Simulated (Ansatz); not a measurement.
Consider the substitution at a C–Br bond: `CB/C=C/Br` + `BS` → `BS/C=C/BC` + HBr.

Gas-phase electronic energies from Ansatz, PBE0-D4/def2-TZVP geometries. CCSD(T)/CBS is the MP2 limit (def2-TZVPP, def2-QZVPP) plus CCSD(T) − MP2 in def2-TZVPP, frozen cores. This one scheme is used for every species. Double bonds are as drawn, so ΔE can hold a change between cis and trans. DFT in def2-TZVPP. B3LYP here is the variant with VWN-RPA as its local correlation; programs differ in this. For Br outer-core shells are correlated without core-valence functions, which leaves a few kJ/mol of doubt a bond. Scalar relativity is left out up to krypton. Each species was taken in one conformer, which may not be the lowest.

`CB/C=C/Br`:

```xyz
11

C    -1.242    0.876   -0.491
B    -0.846   -0.388    0.332
C     0.598   -0.892    0.556
C     1.639   -0.249    0.031
Br    3.428   -0.776    0.241
H    -1.947    0.586   -1.279
H    -1.815    1.556    0.153
H    -0.433    1.446   -0.951
H    -1.732   -1.024    0.835
H     0.794   -1.783    1.146
H     1.555    0.647   -0.572
```

`BS`:

Cartesian coordinates in Å:
```
B 0.430 -0.129 -0.367
S -1.247 0.231 0.048
H 0.647 -0.332 -1.521
H 1.281 -0.165 0.464
H -1.111 0.395 1.375
```

`BS/C=C/BC`:

Cartesian coordinates in Å:
```
B 1.042 2.805 -1.525
S 0.167 2.556 -0.016
C -0.008 0.820 0.102
C -0.627 0.211 1.122
B -0.766 -1.324 1.199
C -0.219 -2.324 0.134
H 1.366 1.874 -2.196
H 1.278 3.935 -1.817
H 0.428 0.265 -0.723
H -1.037 0.842 1.909
H -1.338 -1.783 2.150
H 0.461 -3.034 0.623
H 0.298 -1.897 -0.727
H -1.044 -2.945 -0.236
```

HBr:

Cartesian coordinates in Å:
```
Br -0.334 -0.611 0.138
H 0.334 0.611 -0.138
```

```csv
level,ΔE (kJ/mol),difference from CCSD(T)/CBS
PBE-D4,-20.3,-0.2
B3LYP-D4,-20.2,-0.1
r2SCAN,-19.7,0.4
B3LYP,-16.2,3.9
MP2/def2-TZVPP,-18.9,1.2
CCSD/def2-TZVPP,-16.1,4.0
CCSD(T)/def2-TZVPP,-17.3,2.8
MP2/def2-QZVPP,-20.7,-0.6
SCS-MP2/def2-QZVPP,-17.9,2.2
HF/CBS(def2),-16.1,4.0
CCSD(T)/CBS,-20.1,0
```

Largest T1 diagnostic among the species: 0.015.

The D4 term adds −4.0 kJ/mol with B3LYP and −2.4 kJ/mol with PBE0; it sums over pairs of atoms, weighted by their polarisabilities, and B3LYP, whose exchange is more repulsive, gets the larger term.
